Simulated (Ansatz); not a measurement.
Reaction (atomization): `CSB(F)Cl` → B• + C• + Cl• + F• + 3 H• + S•

Computed with Ansatz on PBE0-D4/def2-TZVP structures; ΔE is electronic, products minus reactants. CBS: MP2 limit from def2 TZ/QZ plus the TZ coupled-cluster correction, frozen cores. This one scheme is used for every species, atoms too. Functionals use def2-TZVPP. B3LYP here is the variant with VWN-RPA as its local correlation; programs differ in this. Open shells (•) are unrestricted, without spin–orbit coupling. Spin–orbit coupling would lower the free atoms: a little for B, C, Cl, F, S. One conformer a species, not always the lowest.

`CSB(F)Cl`:

Z-matrix (Å, degrees):
```
C
S 1 1.811
H 1 1.088 2 110.7
H 1 1.089 2 106.6 3 118.9
H 1 1.088 2 110.7 3 -122.3
B 2 1.783 1 101.5 3 61.3
Cl 6 1.752 2 119.4 1 -180.0
F 6 1.322 2 122.0 1 0.0
```

```csv
level,ΔE (kJ/mol)
LDA (SPW92),3573.2
BHLYP-D4,2989.9
B3LYP,3050.6
r2SCANh,3100.6
```

(1) What does CCSD(T)/CBS give? (Estimate.)

Largest T1 diagnostic among the species: 0.014.

## Answers

(1) The calculation gave: +3083.0 kJ/mol. The listed levels differ from it by 490.2, -93.1, -32.4, 17.6 kJ/mol.

From r2SCAN to r2SCAN0 (25 % exact exchange), in def2-TZVPP and without D4, ΔE moves by −56.3 kJ/mol: exact exchange takes away binding that semilocal exchange gives to molecules. In def2-TZVPP, CCSD(T) changes the Hartree–Fock value by +690.8 kJ/mol (the triples alone add +54.4 kJ/mol) and MP2 by +785.6 kJ/mol; breaking electron pairs costs correlation energy, which Hartree–Fock lacks.

For atomizations the MP2-based limit and the directly extrapolated one differ by several kJ/mol either way, and by 10 to 25 for some Ge, Se and Sn compounds, so smaller differences from it don't rank the levels.
